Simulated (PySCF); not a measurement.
Gas-phase reaction: SnCl₂ + Cl₂ + 3 SnH₄ ⇌ 4 SnH₃Cl

Method: PySCF energies plus ideal-gas RRHO corrections (1 bar). † marks an energy on the PBE0/def2-TZVP geometry and frequencies; other levels use their own. CCSD(T) freezes the core. All species are closed-shell singlets. Sn: scalar-relativistic def2 core potential, no spin-orbit coupling. SnH₃Cl: computed as isolated molecules; such fragments, hydroxides, amides, oligomers or adducts are transient or little studied in the gas. CCSD(T) isn't extrapolated to the basis-set limit; its ΔH°(298 K) is -312.1 kJ in def2-SVP and -304.0 kJ in def2-TZVPP. The harmonic model lacks anharmonicity and excited electronic states, which grow with temperature; levels with a mode under 35 cm⁻¹ are left out. Soft modes under 120 cm⁻¹ make the harmonic entropy rough for SnCl₂.

```csv
level,"ΔE electronic, kJ","ΔH°(298 K), kJ","ΔS°(298 K), J/K","ΔG°(1000 K), kJ"
CCSD(T)/def2-SVP†,-318,-312,-110,-207
CCSD(T)/def2-TZVPP†,-310,-304,-110,-199
PBE/def2-SVP,-274,-269,-111,-162
PBE0/def2-QZVP†,-301,-295,-110,-189
PBE0/def2-TZVP,-301,-294,-110,-189
LDA/def2-TZVP†,-286,-280,-110,-175
```
ΔH° is lowest at CCSD(T)/def2-SVP† and highest at PBE/def2-SVP. No reference value is set beside these.
